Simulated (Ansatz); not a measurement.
Consider the ligand exchange at the Si–C bond: `N[SiH2]C[SiH3]` + `[SH][GeH3]` → `N[SiH2][S][GeH3]` + `C[SiH3]`.

Program: Ansatz. Geometries: PBE0-D4/def2-TZVP. ΔE: electronic, gas phase. CBS: MP2 limit from def2 TZ/QZ plus the TZ coupled-cluster correction, frozen cores. This one scheme is used for every species. DFT in def2-TZVPP. For Ge outer-core shells are correlated without core-valence functions, which leaves a few kJ/mol of doubt a bond. Scalar relativity is left out up to krypton. Each species was taken in one conformer, which may not be the lowest.

```csv
species,r2SCAN energy (Eh)
`N[SiH2]C[SiH3]`,-677.23692
`[SH][GeH3]`,-2477.58681
`N[SiH2][S][GeH3]`,-2823.67735
`C[SiH3]`,-331.17338
```

Question: Work out ΔE.

Answer: ΔE = (-2823.67735) + (-331.17338) − (-677.23692) − (-2477.58681) = -0.02700 Eh = -70.9 kJ/mol. CCSD(T)/CBS gives -69.2 kJ/mol.

Largest T1 diagnostic among the species: 0.011.

At CCSD(T), def2-SVP lies +6.8 kJ/mol from the extrapolated value and def2-TZVPP +3.7 kJ/mol. Leaving LDA and LC-ωPBE aside and taking each functional with its dispersion term where it has one, the values, not all of them listed here, spread over 5.6 kJ/mol, from r2SCAN-D4 to CAM-B3LYP-D4.
